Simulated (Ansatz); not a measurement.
Consider the redistribution: `[OH][W]([F])(=[S])=[S]` + `C[O][GeH]([Cl])[SeH]` → `[OH][W](=[S])(=[S])[Cl]` + `C[O][GeH]([F])[SeH]`.

Computed with Ansatz on PBE0-D4/def2-TZVP structures; ΔE is electronic, products minus reactants. CCSD(T)/CBS adds triple-zeta CCSD(T) − MP2 to the extrapolated MP2 energy (def2 sets, frozen cores). DFT in def2-TZVPP. B3LYP here is the variant with VWN-RPA as its local correlation; programs differ in this. def2 core potentials past Kr. For Ge, Se, W outer-core shells are correlated without core-valence functions, which leaves a few kJ/mol of doubt a bond. Scalar relativity is left out up to krypton. Each species was taken in one conformer, which may not be the lowest.

| level | ΔE (kJ/mol) | difference from CCSD(T)/CBS |
| --- | --- | --- |
| PBE-D4 | 10.0 | 11.1 |
| r2SCAN-D4 | 8.7 | 9.8 |
| PBE0-D4 | 7.4 | 8.5 |
| B3LYP-D4 | 6.9 | 8.0 |
| ωB97X-V | 11.0 | 12.1 |
| ωB97M-V | 9.2 | 10.3 |
| B2PLYP | -1.8 | -0.7 |
| PBE | 10.0 | 11.1 |
| r2SCAN | 8.6 | 9.7 |
| PBE0 | 7.3 | 8.4 |
| B3LYP | 6.9 | 8.0 |
| HF/def2-TZVPP | 6.0 | 7.1 |
| MP2/def2-TZVPP | -18.5 | -17.4 |
| SCS-MP2/def2-TZVPP | -13.3 | -12.2 |
| CCSD/def2-TZVPP | 0.8 | 1.9 |
| CCSD(T)/def2-TZVPP | -1.4 | -0.3 |
| HF/def2-QZVPP | 4.6 | 5.7 |
| MP2/def2-QZVPP | -18.8 | -17.7 |
| SCS-MP2/def2-QZVPP | -13.7 | -12.6 |
| HF/CBS(def2) | 4.4 | 5.5 |
| MP2/CBS(def2) | -18.2 | -17.1 |
| CCSD/CBS(def2) | 1.1 | 2.2 |
| CCSD(T)/CBS | -1.1 | 0 |

Largest T1 diagnostic among the species: 0.022, so the coupled-cluster value is less sure than usual.

In def2-TZVPP, CCSD(T) changes the Hartree–Fock value by −7.5 kJ/mol (the triples alone add −2.2 kJ/mol) and MP2 by −24.6 kJ/mol.
